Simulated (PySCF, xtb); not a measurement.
Be(F)(SH) (BeFHS), SMILES [F][Be][SH]. One conformer was computed; it need not be the lowest.

Harmonic wavenumbers (cm⁻¹) from GFN2-xTB (xtb) at its own minimum, in rising order: 160, 216, 453, 510, 1287, 2493.

Task: What does PySCF with r2SCAN-D4/def2-TZVP give at its own minimum? (Estimate from the structure and the level; the computed values follow.)

Result: 245, 291, 479, 649, 1360, 2677. Paired by order, the mean absolute difference is 97 cm⁻¹ and the zero-point energies are 7.3 and 8.2 kcal/mol.
